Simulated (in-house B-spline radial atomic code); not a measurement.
Ca²⁺. Computed with a B-spline radial atomic code. Model: all-electron spherical atom, spin shells full or empty, radial basis limit, no spin-orbit coupling: exact exchange with a local potential (Slater, KLI or optimised effective potential, whose far tail is KLI's), no correlation.

Exchange potential has not reached -1/r at the last radius.

The run also made RPA and GW results, which its time includes.

The Slater potential averages the orbital exchange potentials with the orbital densities as weights, KLI adds orbital constants, and the optimised effective potential minimises the exact-exchange energy among local potentials. So their energies lie above Hartree-Fock in the order OEP, KLI, Slater. All fall off as −1/r, unlike LDA and GGA exchange.

Command:
```bash
python run_gw.py task.json out
```
Settings (lengths in bohr, energies in hartree):
```
Z                      20
electrons              18
configuration          [Ne] 3s2 3p6
hamiltonian            nr
method                 kli
lmax                   9
spin_polarised         False
box_radius             17.55
intervals              70
```

Cost of the run: 3.2 s on 1 thread of Arm Neoverse N1 (shared host).

Given: hamiltonian non-relativistic; mean-field start exchange-only KLI.

Computed: energy above Hartree-Fock 7.4549 millihartree; virial ratio -E/T less 1 8e-05.

```tsv
radius (bohr)	r times exchange potential (hartree bohr)
0.0025	-0.039803
0.00305	-0.048512
0.00372	-0.059085
0.00454	-0.07196
0.00554	-0.087549
0.00675	-0.10621
0.00824	-0.12885
0.0101	-0.15651
0.0123	-0.18823
0.015	-0.22552
0.0182	-0.26718
0.0223	-0.31627
0.0272	-0.3684
0.0331	-0.42174
0.0404	-0.4741
0.0493	-0.51946
0.0602	?
0.0734	-0.56525
0.0895	-0.56068
0.109	-0.55632
0.133	?
0.163	-0.69717
0.198	-0.82946
0.242	-0.9563
0.295	-1.0397
0.36	-1.0549
0.439	-0.98291
0.536	-0.83525
0.653	-0.79041
0.797	-0.97687
0.973	-1.1831
1.19	-1.3176
1.45	-1.3647
1.77	-1.3384
2.15	-1.2713
2.63	-1.1929
3.21	-1.1276
```

(1) What belongs in the row 0.0602?

(2) What belongs in the row 0.133?

```json
{"occupied": "1s", "level (hartree)": "-145.29", "Hartree-Fock level (hartree)": "-149.92"}
{"occupied": "2s", "level (hartree)": "?", "Hartree-Fock level (hartree)": "?"}
{"occupied": "2p", "level (hartree)": "-13.321", "Hartree-Fock level (hartree)": "-14.178"}
{"occupied": "3s", "level (hartree)": "-2.5613", "Hartree-Fock level (hartree)": "-2.7781"}
{"occupied": "3p", "level (hartree)": "-1.874", "Hartree-Fock level (hartree)": "-1.8768"}
```

(3) What belongs in the row 2s?

```json
{"empty": "3d", "level (hartree)": "-0.87601"}
{"empty": "4s", "level (hartree)": "-0.77612"}
{"empty": "4p", "level (hartree)": "-0.6196"}
{"empty": "4d", "level (hartree)": "?"}
{"empty": "5s", "level (hartree)": "-0.3804"}
```

(4) What belongs in the row 4d?

Results:

(1) r times exchange potential (hartree bohr): -0.55176.

(2) r times exchange potential (hartree bohr): -0.59309.

(3) level (hartree): -16.119; Hartree-Fock level (hartree): -17.369.

(4) level (hartree): -0.40071.

The highest level, 3p, differs from Hartree-Fock by +0.077 eV and the deepest, 1s, by +126 eV: a local potential can match the highest level but can't give each shell its own exchange.
